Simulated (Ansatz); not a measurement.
Relaxation of Si(OAc)H3 (C2H6O2Si) with RKS r2SCAN-D4/def2-SVP.

```sh
$ ansatz run in.yaml --threads 4 --pin off --events-out ev --progress --plain --max-ram 3916MiB
```

```yaml
crystal:
  periodic: [false, false, false]
  atoms:
    - {symbol: Si, position_ang: [-0.324700, -0.624460, -1.892440]}
    - {symbol: O, position_ang: [-0.294140, -0.523890, -0.231490]}
    - {symbol: C, position_ang: [0.266560, 0.493750, 0.409940]}
    - {symbol: C, position_ang: [0.175270, 0.357670, 1.904650]}
    - {symbol: O, position_ang: [0.784840, 1.409150, -0.169970]}
    - {symbol: H, position_ang: [0.614920, 1.226370, 2.384880]}
    - {symbol: H, position_ang: [0.699880, -0.544400, 2.212460]}
    - {symbol: H, position_ang: [-0.868340, 0.255390, 2.193510]}
    - {symbol: H, position_ang: [1.043980, -0.665040, -2.392300]}
    - {symbol: H, position_ang: [-1.068870, 0.509950, -2.425380]}
    - {symbol: H, position_ang: [-1.029410, -1.894480, -1.993850]}
basis:
  gaussian: {orbitals: def2-SVP}
hamiltonian: {xc: r2scan, dispersion: d4}
scf: {omitted_lower_state_checks: [starts]}
output: {orbitals: {seedname: orbitals}}
relax: {f_tol: 0.02, max_steps: 100}
```

It took 12 s on 4 threads of Arm Neoverse V2 on a shared host.

Positions (Å) and forces (eV/Å) at steps 1, 2, 3, 4, 5, 6, 7 of 7:

```xyz
11
step=1 energy=-14133.3874 eV
Si   -0.325   -0.624   -1.892    0.016    0.016   -0.378
O    -0.294   -0.524   -0.231   -0.352   -0.605    1.215
C     0.267    0.494    0.410    0.107    0.228    0.869
C     0.175    0.358    1.905    0.069    0.143   -0.439
O     0.785    1.409   -0.170    0.362    0.634   -0.493
H     0.615    1.226    2.385    0.155    0.295    0.144
H     0.700   -0.544    2.212    0.147   -0.386    0.162
H    -0.868    0.255    2.194   -0.399   -0.107    0.155
H     1.044   -0.665   -2.392    0.491   -0.089   -0.363
H    -1.069    0.510   -2.425   -0.326    0.366   -0.375
H    -1.029   -1.894   -1.994   -0.269   -0.496   -0.498
11
step=2 energy=-14133.4997 eV
Si   -0.329   -0.633   -1.883   -0.015   -0.040   -0.537
O    -0.298   -0.530   -0.199   -0.249   -0.427    0.542
C     0.269    0.503    0.437    0.246    0.414    0.266
C     0.183    0.373    1.932    0.017    0.052   -0.194
O     0.788    1.418   -0.160   -0.006    0.002   -0.075
H     0.629    1.249    2.410    0.040    0.074    0.037
H     0.706   -0.539    2.248    0.034   -0.104    0.046
H    -0.867    0.266    2.231   -0.103   -0.032    0.048
H     1.043   -0.690   -2.434    0.132   -0.009   -0.037
H    -1.088    0.495   -2.467   -0.076    0.108   -0.041
H    -1.038   -1.914   -2.115   -0.020   -0.038   -0.054
11
step=3 energy=-14133.5160 eV
Si   -0.331   -0.636   -1.888    0.037    0.057   -0.264
O    -0.306   -0.548   -0.186   -0.102   -0.197    0.263
C     0.269    0.498    0.442    0.055    0.164   -0.005
C     0.187    0.380    1.937    0.008   -0.010   -0.044
O     0.782    1.408   -0.168   -0.014   -0.045   -0.019
H     0.636    1.262    2.408   -0.003   -0.009   -0.002
H     0.709   -0.534    2.262   -0.007    0.009    0.001
H    -0.865    0.272    2.244    0.012    0.002   -0.005
H     1.053   -0.689   -2.433   -0.014    0.008    0.026
H    -1.093    0.504   -2.465    0.013   -0.008    0.028
H    -1.039   -1.916   -2.154    0.015    0.029    0.021
11
step=4 energy=-14133.5219 eV
Si   -0.329   -0.635   -1.889    0.040    0.083   -0.017
O    -0.320   -0.569   -0.174   -0.030   -0.010    0.069
C     0.257    0.490    0.441    0.051   -0.084   -0.103
C     0.189    0.383    1.936   -0.024    0.009    0.026
O     0.770    1.389   -0.185   -0.044   -0.016   -0.005
H     0.646    1.267    2.397   -0.015   -0.024   -0.008
H     0.709   -0.531    2.264   -0.013    0.034   -0.024
H    -0.861    0.281    2.253    0.034    0.012   -0.009
H     1.062   -0.679   -2.420   -0.045    0.003    0.028
H    -1.089    0.515   -2.453    0.027   -0.035    0.026
H    -1.034   -1.913   -2.173    0.018    0.030    0.017
11
step=5 energy=-14133.5243 eV
Si   -0.327   -0.627   -1.885    0.035    0.037    0.123
O    -0.330   -0.599   -0.159    0.104    0.090   -0.076
C     0.261    0.466    0.437   -0.240   -0.058   -0.102
C     0.190    0.387    1.932    0.062   -0.023    0.050
O     0.755    1.362   -0.208    0.042   -0.050    0.007
H     0.644    1.280    2.380   -0.007   -0.027   -0.013
H     0.714   -0.520    2.275   -0.011    0.030    0.004
H    -0.859    0.287    2.252    0.029    0.011   -0.033
H     1.067   -0.666   -2.402   -0.037    0.004    0.012
H    -1.085    0.532   -2.430    0.018   -0.031    0.021
H    -1.030   -1.901   -2.192    0.005    0.018    0.006
11
step=6 energy=-14133.5264 eV
Si   -0.323   -0.623   -1.881    0.009    0.009    0.022
O    -0.336   -0.610   -0.159   -0.038   -0.064    0.002
C     0.244    0.453    0.434    0.038    0.065   -0.030
C     0.191    0.388    1.931   -0.005    0.000   -0.004
O     0.743    1.343   -0.219    0.007    0.015    0.019
H     0.654    1.281    2.366   -0.005   -0.010   -0.017
H     0.712   -0.517    2.278    0.008   -0.014    0.000
H    -0.854    0.298    2.261   -0.012    0.002    0.003
H     1.072   -0.655   -2.392    0.001   -0.004    0.000
H    -1.080    0.536   -2.419   -0.005   -0.001    0.004
H    -1.023   -1.894   -2.201    0.001    0.002    0.001
11
step=7 energy=-14133.5266 eV
Si   -0.322   -0.623   -1.879   -0.006   -0.004    0.011
O    -0.337   -0.610   -0.157    0.000    0.000   -0.015
C     0.244    0.456    0.433    0.012    0.004   -0.010
C     0.191    0.387    1.930    0.002    0.010    0.004
O     0.744    1.346   -0.219   -0.009   -0.010    0.010
H     0.655    1.280    2.364   -0.002   -0.005    0.002
H     0.711   -0.519    2.275   -0.001    0.001   -0.003
H    -0.855    0.298    2.259    0.002    0.002   -0.001
H     1.073   -0.657   -2.390   -0.003    0.003    0.002
H    -1.082    0.536   -2.416    0.005   -0.001    0.000
H    -1.022   -1.894   -2.200    0.002    0.001    0.000
```
